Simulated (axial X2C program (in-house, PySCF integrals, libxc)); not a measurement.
## Bond lengths and stretching modes, held linear, of HAsF

Calculated with an in-house all-electron X2C program for linear molecules (integrals from PySCF): two-component X2C with atomic mean-field Coulomb and Gaunt terms, Gaussian nuclei, basis H dyall-v3z, As dyall-v3z, F dyall-av3z with contracted cores. Spin-free rows use the one-electron spin-free X2C Hamiltonian.

Masses H 1.008, As 74.922, F 18.998 u. States: 2c Ω = 3/2 (beyond evenly filled blocks: ω = 3/2); spin-free M_S = 3/2, Λ = 0 (beyond evenly filled blocks: σα, π+α, π-α).

MP2, spin-free: energies above the lowest point

```
r(H–As) (Å)  r(As–F) (Å)  E (meV)
     1.6575       1.7609    16.12
     1.6575       1.8060     3.02
     1.6575       1.8511    31.86
     1.7000       1.7609     8.80
     1.7000       1.8060     0.00
     1.7000       1.8511    32.71
     1.7000       1.8963   100.55
     1.7425       1.7609     7.91
     1.7425       1.8060     3.29
     1.7425       1.8511    39.76
     1.7850       1.8060    10.19
     1.7850       1.8963   124.05
```

Problem. Fit a quadratic surface with cubic terms in each bond: where is the minimum, and what are the two stretching wavenumbers?

Solution. At MP2, spin-free: bonds 1.705 and 1.792 Å; harmonic stretches 596.4 and 939.5 cm⁻¹; force constants 0.51, 3.42 and coupling 0.31 mdyn/Å.

The other levels and Hamiltonians give:

| Hamiltonian | level | r(H–As) (Å) | r(As–F) (Å) | lower stretch (cm⁻¹) | upper stretch (cm⁻¹) |
| --- | --- | --- | --- | --- | --- |
| 2c | PBE0 | 1.699 | 1.803 | 531.0 | 1098.5 |
| 2c | HF | 1.602 | 1.775 | 556.0 | 1253.4 |
| 2c | PBE | 1.710 | 1.840 | 500.1 | 1115.2 |
| 2c | MP2 | 1.707 | 1.792 | 595.7 | 934.9 |
| spin-free | PBE0 | 1.698 | 1.803 | 531.3 | 1101.0 |
| spin-free | HF | 1.606 | 1.774 | 555.6 | 1239.6 |
| spin-free | PBE | 1.710 | 1.839 | 501.3 | 1116.0 |

Each state is one determinant, the lowest of a limited PBE0 search; the stretches come from a fit to these few points and carry an uncertainty of a few per cent. Other orders of the atoms were not compared. The levels spread by more than a fifth, so the stretches depend strongly on the method. MP2 freezes inner shells (threshold -2 hartree). The molecule was held linear; bending was not examined, so a bent shape may lie lower. Note: several unpaired electrons, one determinant need not be a pure state.
